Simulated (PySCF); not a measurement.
Electric field gradients and quadrupole coupling constants

Compound: C5H14OSi2.
Z-matrix (Å and degrees, GFN2-xTB geometry), rows numbered from 1:
```
C 
C   1  1.5206
O   2  1.4072  1  108.16
C   3  1.4227  2  116.38  1  -177.87
C   4  1.5286  3  110.06  2   -74.64
Si  5  1.9164  4  104.68  3   -52.03
Si  6  2.3139  5   92.90  4   -29.56
C   4  1.5238  3  103.83  2   167.30
H   1  1.0867  2  109.66  3   -60.33
H   1  1.0866  2  109.91  3    58.89
H   1  1.0865  2  110.17  3   179.36
H   2  1.1019  1  110.43  3  -119.89
H   2  1.0995  1  109.82  3   121.13
H   4  1.1049  3  109.45  2    47.81
H   5  1.0898  4  110.43  3    70.46
H   5  1.0900  4  109.39  3  -172.46
H   6  1.4691  5  109.70  4    92.80
H   6  1.4713  5  108.07  4  -152.38
H   7  1.4640  6  118.99  5   114.59
H   7  1.4734  6  118.08  5  -113.56
H   8  1.0892  4  109.92  3   176.12
H   8  1.0885  4  109.39  3   -65.92
```

Field gradients from the PBE0/pcSseg-1 density (PySCF, non-relativistic), principal values in atomic units, ordered |Vxx| ≤ |Vyy| ≤ |Vzz|:

```csv
atom,Vxx,Vyy,Vzz
O3,-0.0069,-1.8818,1.8887
```

**Question.** Find the asymmetry η = (Vxx − Vyy)/Vzz and the couplings χ = eQV/h (234.96 MHz × Q in barn × V in au), with Q(17O) = −0.0256 b.

**Answer.** 
```csv
atom,environment,nucleus,η,χzz (MHz),χxx (MHz),χyy (MHz)
O3,ether oxygen,17O,0.99,-11.36,0.04,11.32
```

At O3 η is above 0.9: Vyy and Vzz are nearly equal in size and opposite in sign, so a small change could swap them and flip the sign of χzz. 

**Question.** What is Vzz at O3 in SI units (1 au = 9.71736 × 10²¹ V/m²)?

**Answer.** 1.8887 au = 18.353 × 10²¹ V/m².

**Question.** And the gradient at the other heavy atoms, for which no coupling is worked out here?

**Answer.** 
| atom | environment | Vzz (au) | η |
| --- | --- | --- | --- |
| C1 | methyl carbon | 0.072 | 0.40 |
| C2 | sp3 carbon bound to oxygen | 0.371 | 0.08 |
| C4 | sp3 carbon bound to oxygen | 0.367 | 0.11 |
| C5 | sp3 carbon bound to silicon | -0.057 | 0.87 |
| Si6 | SiH2 silicon | 0.167 | 0.87 |
| Si7 | SiH2 silicon | 0.186 | 0.70 |
| C8 | sp3 carbon bound to silicon | 0.073 | 0.72 |

**Question.** What couplings would deuterons (Q(2H) = 0.00286 b) have in place of the hydrogens, at this geometry?

**Answer.** 
```
atom  bonded to  bond length (Å)  Vzz (au)     η  χzz (kHz)
  H9         C1            1.087    0.3152  0.02        212
 H10         C1            1.087    0.3157  0.02        212
 H11         C1            1.087    0.3172  0.03        213
 H12         C2            1.102    0.2800  0.07        188
 H13         C2            1.099    0.2832  0.07        190
 H14         C4            1.105    0.2762  0.07        186
 H15         C5            1.090    0.3170  0.04        213
 H16         C5            1.090    0.3157  0.03        212
 H17        Si6            1.469    0.1630  0.02        110
 H18        Si6            1.471    0.1604  0.01        108
 H19        Si7            1.464    0.1662  0.02        112
 H20        Si7            1.473    0.1584  0.01        106
 H21         C8            1.089    0.3165  0.04        213
 H22         C8            1.088    0.3182  0.03        214
```

Geometry: GFN2-xTB, one conformer, isolated molecule. GFN2-xTB bond lengths can be off by several hundredths of an ångström, more for odd bonds, and the gradients follow them. The basis is small and wasn't made for field gradients, so the couplings can be 20 % off.
